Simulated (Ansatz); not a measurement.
The cluster IrPt3⁻. The state is a singlet with charge -1. Geometry PBE-D4/def2-SVPD, basis def2-TZVPD, Ansatz.

```xyz
4

Ir   -0.7976   -0.0108   -0.7844
Pt   -1.1975    1.4499    1.1271
Pt    1.3561   -0.9357   -1.4489
Pt    0.6390   -0.5035    1.1062
```

| run | HOMO (eV) | LUMO (eV) |
| --- | --- | --- |
| A | -0.36 | 0.05 |
| B | -2.71 | 2.91 |
| C | -0.99 | 0.91 |
| D | -0.28 | -0.11 |

In the def2 sets Ir, Pt take a core potential; there is no spin–orbit coupling. LC-ωPBE has ω = 0.4 bohr⁻¹. No other spin state of charge -1 was run. Another isomer (quintet) lies 0.63 eV lower at PBE0-D4/def2-TZVPD; other spin states weren't run for this one.

Question: The runs used LC-ωPBE, PBE, PBE0, r2SCAN. Estimate which is which.

Answer: A r2SCAN (0 % exact exchange); B LC-ωPBE (range-separated); C PBE0 (25 % exact exchange); D PBE (0 % exact exchange). Exact exchange lowers occupied and raises empty levels; among semilocal functionals meta-GGAs tend to open the gap a little, and such runs are hard to tell apart. The gap grows from 0.17 eV (PBE) to 5.62 eV (LC-ωPBE). The restricted singlet is unstable towards broken spin symmetry in Hartree–Fock (as tested in another run); at r2SCAN-D4/def2-TZVPD, LC-ωPBE/def2-TZVPD, PBE0-D4/def2-TZVPD, PBE-D4/def2-TZVPD this wasn't settled.
